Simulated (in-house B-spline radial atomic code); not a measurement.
Radial electron density of the erbium ion Er³⁺, [Ne] 3s1 3p6 3d10 4s1 4p6 4d10 4f12 5s2 5p6 6s1. Level of theory: Dirac-Kohn-Sham PBE0, spherical fractional occupations, Fermi nucleus of rms radius 5.2516 fm; calculated with a B-spline radial code for spherical atoms.

Caution: exact exchange at fractional occupations of open shells leaves self-interaction of up to several eV.

Columns: r (bohr), 4πr²n(r) (electrons per bohr), bar.

```
0.000715    3.084 #
0.000894    4.442 ##
 0.00112    6.376 ##
 0.00139    8.947 ###
 0.00174     12.6 #####
 0.00217    17.45 ######
 0.00271    23.85 #########
 0.00339    32.08 ############
 0.00423    42.05 ###############
 0.00529    53.72 ####################
  0.0066    66.13 ########################
 0.00825    78.17 #############################
  0.0103    87.78 ################################
  0.0129    93.08 ##################################
  0.0161    92.87 ##################################
  0.0201    88.42 ################################
  0.0251    83.87 ###############################
  0.0313    84.98 ###############################
  0.0391    95.16 ###################################
  0.0488    110.4 #########################################
  0.0609    119.8 ############################################
  0.0761    114.4 ##########################################
  0.0951    99.71 #####################################
   0.119     93.6 ##################################
   0.148    101.5 #####################################
   0.185    103.6 ######################################
   0.231    82.23 ##############################
   0.289    55.91 #####################
   0.361     52.6 ###################
    0.45    60.86 ######################
   0.563    54.22 ####################
   0.702    35.43 #############
   0.877    21.14 ########
     1.1     14.3 #####
    1.37    9.421 ###
    1.71    4.762 ##
    2.13    1.917 #
    2.67   0.8079 
    3.33   0.3967 
    4.16   0.1433 
    5.19  0.02871 
    6.48 0.002607 
     8.1 9.104e-05 
    10.1 9.771e-07
```

On this grid the curve has 4 maxima, near 0.0129, 0.0609, 0.185, 0.45 bohr.

The 3s1/2 radial function P(r) = rR(r), positive near the nucleus, with its small component Q(r) (sign convention: Q ≈ (P' + κP/r)/2c):

```csv
r (bohr),P,Q
0.000294,0.09119,-0.02304
0.000459,0.133,-0.03476
0.000715,0.1918,-0.05116
0.00112,0.2748,-0.07444
0.00174,0.3842,-0.1059
0.00271,0.523,-0.1478
0.00423,0.6804,-0.2003
0.0066,0.8164,-0.2582
0.0103,0.8426,-0.3072
0.0161,0.6105,-0.3182
0.0251,-0.01485,-0.2523
0.0391,-0.9162,-0.09245
0.0609,-1.383,0.09872
0.0951,-0.3803,0.1707
0.148,1.674,0.05814
0.231,2.322,-0.05893
0.361,1.025,-0.04259
0.563,0.1333,-0.006236
0.877,0.003636,-0.0001698
```
